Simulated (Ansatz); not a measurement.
Reaction (substitution at a C–C bond): `COCCOC=O` + H–F → `COCF` + `COC=O`

Calculated with Ansatz (gas phase, PBE0-D4/def2-TZVP geometries, no zero-point term in ΔE). CBS: MP2 limit from def2 TZ/QZ plus the TZ coupled-cluster correction, frozen cores. This one scheme is used for every species. Functionals use def2-TZVPP. B3LYP here is the variant with VWN-RPA as its local correlation; programs differ in this. Each species was taken in one conformer, which may not be the lowest.

`COCCOC=O`:

Z-matrix (Å, degrees):
```
C
O 1 1.407
H 1 1.095 2 112.1
H 1 1.090 2 106.9 3 -118.8
H 1 1.099 2 111.0 3 122.7
C 2 1.398 1 114.2 3 -68.8
C 6 1.514 2 114.2 1 73.6
H 6 1.093 2 106.2 1 -166.1
H 6 1.102 2 111.1 1 -48.9
O 7 1.430 6 110.1 2 62.8
H 7 1.090 6 112.2 2 -59.2
H 7 1.092 6 109.5 2 179.3
C 10 1.331 7 117.2 6 -102.0
O 13 1.196 10 126.7 7 -4.1
H 13 1.099 10 108.8 7 176.8
```

H–F:

```xyz
2

F     0.064    0.367   -0.270
H    -0.064   -0.367    0.270
```

`COCF`:

Z-matrix (Å, degrees):
```
C
O 1 1.414
H 1 1.097 2 110.8
H 1 1.089 2 107.0 3 118.9
H 1 1.093 2 111.3 3 -121.6
C 2 1.362 1 114.0 3 55.1
F 6 1.383 2 111.4 1 70.0
H 6 1.099 2 112.1 1 -48.8
H 6 1.091 2 107.6 1 -172.1
```

`COC=O`:

Z-matrix (Å, degrees):
```
C
O 1 1.427
H 1 1.091 2 110.5
H 1 1.087 2 105.9 3 119.7
H 1 1.091 2 110.5 3 -120.5
C 2 1.330 1 115.2 3 60.3
O 6 1.196 2 125.8 1 0.0
H 6 1.100 2 109.2 1 180.0
```

CCSD(T)/CBS gives +0.27 eV.

(1) Another level gave -0.08 eV. Which?
A. B3LYP/def2-TZVPP
B. HF/def2-TZVPP
C. CCSD/def2-TZVPP
D. r2SCAN/def2-TZVPP

Largest T1 diagnostic among the species: 0.015.

## Answers

(1) B. HF/def2-TZVPP -0.08, CCSD/def2-TZVPP 0.19, r2SCAN 0.09, B3LYP -0.02 eV.

From PBE to PBE0 (25 % exact exchange), in def2-TZVPP and without D4, ΔE moves by +0.04 eV. The D4 term adds +0.14 eV with B3LYP and +0.08 eV with PBE0; it sums over pairs of atoms, weighted by their polarisabilities, and B3LYP, whose exchange is more repulsive, gets the larger term.
